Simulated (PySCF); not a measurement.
A structure optimised at B3LYP-D3(BJ)/def2-SVP, used in a PySCF frequency run:

```xyz
5

F      1.0780    -0.6224     0.8134
C      0.0000     0.0000     0.3563
F     -1.0780    -0.6224     0.8134
F      0.0000     1.2448     0.8134
Cl     0.0000     0.0000    -1.4176
```

### Question
Write its SMILES, formula and point group.

### Answer
FC(F)(F)Cl, CClF3, C3v

### Question
What are its rotational constants (standard atomic weights)?

### Answer
5.7226, 3.2684, 3.2684 GHz
